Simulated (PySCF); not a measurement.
# Br³²⁺: ionisation energy

Br³²⁺ [He] 2s1 (2S) → Br³³⁺ 1s2 (1S), as a difference of total energies. Calculation: PySCF 2.14, in an even-tempered Gaussian basis (19 s from 11 bohr⁻², ratio 2.2; 8 p from 16 bohr⁻², ratio 2.4; 5 d from 49 bohr⁻², ratio 2.4; 5 f from 73 bohr⁻², ratio 2.4; 4 g from 110 bohr⁻², ratio 2.4); the spin-free X2C one-electron Hamiltonian (Gaussian nucleus). Correlated levels: nothing frozen; virtual orbitals above 40 to 60 times the deepest correlated orbital energy dropped. The calculations carry no spin-orbit coupling.

```tsv
method	ionisation energy (eV)
UHF	3870.9
LDA	3866.7
PBE	3873.9
PBE0	3873.2
r2SCAN	3869.1
TPSSh	3873.1
revPBE	3874.0
MP2 (all electrons)	3871.0
SCS-MP2 (all electrons)	3871.0
```

For this ion Breit and QED terms and the two-electron picture change, all absent here, outweigh the differences among the correlated methods.

For comparison: 3869.0 eV (theoretical estimate listed by NIST; NIST Atomic Spectra Database, ionization energies).
